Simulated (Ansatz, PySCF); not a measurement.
Dimer: HF (SMILES F) (first 2 atoms) with C2H2 (SMILES C#C); geometry from B3LYP-D3(BJ)/def2-TZVP, rigid monomers moved along the line of their centres of mass till H2···C3 is 1.99 Å.
(charge 0, multiplicity 1):
```xyz
6

F     -0.032    -0.012     0.349
H     -0.018    -0.004     1.283
C      0.252    -0.538     3.179
C     -0.233     0.557     3.178
H      0.683    -1.511     3.188
H     -0.664     1.530     3.185
```

Interaction energies are E(AB) − E(A) − E(B) at the monomers' geometry in the complex; basis-set methods are counterpoise corrected.

Correlated levels freeze the cores. CBS(a, b) extrapolates the correlation energy as X⁻³ and adds the Hartree–Fock energy of set b.

Codes used: Ansatz (Gaussian basis) for Hartree–Fock, density functionals and correlated methods; PySCF for the dispersion terms. Each number belongs to the level named beside it.

PBE/def2-TZVPPD gives -189.5 meV for the interaction energy.

Q: Predict the shift from PBE, with its sign, for: PBE-D3(BJ)/def2-TZVPPD, r2SCAN/def2-TZVPPD, PBE0/def2-TZVPPD, wB97M-V/def2-TZVPPD, MP2/CBS(aug-cc-pVDZ, aug-cc-pVTZ), CCSD(T)/CBS(aug-cc-pVDZ, aug-cc-pVTZ).

A: PBE-D3(BJ)/def2-TZVPPD -28.4; r2SCAN/def2-TZVPPD -12.3; PBE0/def2-TZVPPD 1.4; wB97M-V/def2-TZVPPD 12.5; MP2/CBS(aug-cc-pVDZ, aug-cc-pVTZ) 24.7; CCSD(T)/CBS(aug-cc-pVDZ, aug-cc-pVTZ) 31.5 meV. 4 of 6 lie above PBE; the widest gap is to CCSD(T)/CBS(aug-cc-pVDZ, aug-cc-pVTZ).

Ansatz is a first-principles code.
